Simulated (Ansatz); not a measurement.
Species: CH4BS, charge 0, doublet. CH4BS (SMILES [BH]SC, doublet).
B3LYP-D3(BJ)/def2-TZVP minimum from Ansatz (a quantum-chemistry and plane-wave program):
```
C
H 1 1.0861
H 1 1.0881 2 110.36
H 1 1.0881 2 110.36 3 -121.66
S 1 1.8544 2 109.71 3 119.17
B 5 1.7172 1 108.02 2 0.00
H 6 1.1841 5 134.89 1 0.00
```
Charge 0, spin multiplicity 2.

Atomisation energy term by term, kcal/mol (programs: Ansatz). Radicals and triplets start from unrestricted determinants; spin-orbit coupling is neglected. Correlated methods leave the cores frozen. Rows without X2C or -DK are non-relativistic. CBS(X,Y): correlation extrapolated as X^-3, Hartree-Fock from the larger set. A bracket is a step between two methods taken in the basis named. 'core' is core correlation in cc-pwCVTZ (1s frozen past Ne), 'X2C' scalar relativity in cc-pVTZ-DK, both at CCSD(T). For partners of very few electrons the exact lower level stands in for a higher one.

| term | basis | kcal/mol |
|---|---|---|
| Hartree-Fock | cc-pV(Q+d)Z | 423.99 |
| CCSD correlation | CBS(cc-pV(T+d)Z,cc-pV(Q+d)Z) | 125.19 |
| (T) | CBS(cc-pV(T+d)Z,cc-pV(Q+d)Z) | 9.10 |
| CCSDT(Q) - CCSD(T) | cc-pV(D+d)Z | 0.64 |
| core correlation | cc-pwCVTZ | 2.48 |
| scalar relativity | X2C, cc-pVTZ-DK | -0.61 |
| sum: De |  | 560.8 |
